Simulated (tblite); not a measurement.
Parent: `[CH3:1][CH:2]([CH3:3])[C@H:4]1[CH2:5][O:6][SiH2:7]1` with C1–C2–C4–C5 -168°, C5H12OSi.

The geometries are computed with GFN2-xTB (gas phase). One conformer each, not checked by frequencies here.

| coordinate of the parent | value |
| --- | --- |
| C1–C2 | 1.526 Å |
| C2–C3 | 1.529 Å |
| C2–C4 | 1.523 Å |
| C4–C5 | 1.534 Å |
| C5–O6 | 1.433 Å |
| O6–Si7 | 1.654 Å |
| C4–Si7 | 1.915 Å |
| C1–C2–C3 | 110.2° |
| C1–C2–C4 | 110.0° |
| C3–C2–C4 | 111.0° |
| C2–C4–C5 | 116.0° |
| C2–C4–Si7 | 119.6° |
| C5–C4–Si7 | 83.6° |
| C4–C5–O6 | 100.3° |
| C5–O6–Si7 | 97.0° |
| C4–Si7–O6 | 79.0° |

Question: How does the shared frame change in `[CH2:1]=[C:2]([CH3:3])[C@@H:4]1[CH2:5][O:6][SiH2:7]1` with C1–C2–C4–C5 -145°, C5H10OSi? Atoms pair as C1 = C1, C2 = C2, C3 = C3, C4 = C4, C5 = C5, O6 = O6, Si7 = Si7 (parent first).

Answer: 
| parent | relative | value in the relative | change |
| --- | --- | --- | --- |
| C1–C2 | C1=C2 | 1.327 Å | -0.199 |
| C2–C3 | C2–C3 | 1.501 Å | -0.028 |
| C2–C4 | C2–C4 | 1.486 Å | -0.037 |
| C4–C5 | C4–C5 | 1.535 Å | +0.001 |
| C5–O6 | C5–O6 | 1.434 Å | +0.001 |
| O6–Si7 | O6–Si7 | 1.653 Å | -0.001 |
| C4–Si7 | C4–Si7 | 1.929 Å | +0.014 |
| C1–C2–C3 | C1–C2–C3 | 121.3° | +11.1 |
| C1–C2–C4 | C1–C2–C4 | 121.3° | +11.3 |
| C3–C2–C4 | C3–C2–C4 | 117.3° | +6.3 |
| C2–C4–C5 | C2–C4–C5 | 118.4° | +2.4 |
| C2–C4–Si7 | C2–C4–Si7 | 119.5° | -0.1 |
| C5–C4–Si7 | C5–C4–Si7 | 83.1° | -0.5 |
| C4–C5–O6 | C4–C5–O6 | 100.8° | +0.5 |
| C5–O6–Si7 | C5–O6–Si7 | 97.0° | 0.0 |
| C4–Si7–O6 | C4–Si7–O6 | 79.0° | 0.0 |

Of the parent's bonds, C1–C2 changes most (-0.199 Å). Point group C1 → C1.

Question: How does the shared frame change in `[CH3:1][CH2:2][C@@H:3]([CH3:4])[C@H:5]1[CH2:6][O:7][SiH2:8]1` with C1–C2–C3–C4 69°, C2–C3–C5–C6 70°, C6H14OSi? Atoms pair as C1 = C4, C2 = C3, C3 = C2, C4 = C5, C5 = C6, O6 = O7, Si7 = Si8 (parent first).

Answer: 
```csv
parent,relative,value in the relative,change
C1–C2,C4–C3,1.526 Å,0.000
C2–C3,C3–C2,1.535 Å,+0.006
C2–C4,C3–C5,1.524 Å,+0.001
C4–C5,C5–C6,1.534 Å,0.000
C5–O6,C6–O7,1.433 Å,0.000
O6–Si7,O7–Si8,1.654 Å,0.000
C4–Si7,C5–Si8,1.915 Å,0.000
C1–C2–C3,C4–C3–C2,111.5°,+1.3
C1–C2–C4,C4–C3–C5,109.7°,-0.3
C3–C2–C4,C2–C3–C5,110.2°,-0.8
C2–C4–C5,C3–C5–C6,116.0°,0.0
C2–C4–Si7,C3–C5–Si8,120.1°,+0.5
C5–C4–Si7,C6–C5–Si8,83.6°,0.0
C4–C5–O6,C5–C6–O7,100.4°,+0.1
C5–O6–Si7,C6–O7–Si8,97.0°,0.0
C4–Si7–O6,C5–Si8–O7,79.0°,0.0
```

Of the parent's bonds, C2–C3 changes most (+0.006 Å). Bonds of the relative outside the shared frame: C1–C2 1.525 Å. Point group C1 → C1.

Question: How does the shared frame change in `[CH3:1][CH:2]([CH3:3])[CH2:4][C@@H:5]1[CH2:6][O:7][SiH2:8]1` with C1–C2–C4–C5 173°, C2–C4–C5–C6 -172°, C6H14OSi? Atoms pair as C1 = C2, C2 = C4, C4 = C5, C5 = C6, O6 = O7, Si7 = Si8 (parent first).

Answer: 
```
   parent   relative  value in the relative  change
    C1–C2      C2–C4                1.532 Å  +0.006
    C2–C4      C4–C5                1.523 Å   0.000
    C4–C5      C5–C6                1.535 Å  +0.001
    C5–O6      C6–O7                1.432 Å  -0.001
   O6–Si7     O7–Si8                1.654 Å   0.000
   C4–Si7     C5–Si8                1.915 Å   0.000
 C1–C2–C4   C2–C4–C5                 113.5°    +3.5
 C2–C4–C5   C4–C5–C6                 114.6°    -1.4
C2–C4–Si7  C4–C5–Si8                 120.8°    +1.2
C5–C4–Si7  C6–C5–Si8                  83.4°    -0.2
 C4–C5–O6   C5–C6–O7                 100.6°    +0.3
C5–O6–Si7  C6–O7–Si8                  96.8°    -0.2
C4–Si7–O6  C5–Si8–O7                  79.2°    +0.2
```

Of the parent's bonds, C1–C2 changes most (+0.006 Å). Bonds of the relative outside the shared frame: C1–C2 1.528, C2–C3 1.526 Å. Point group C1 → C1.
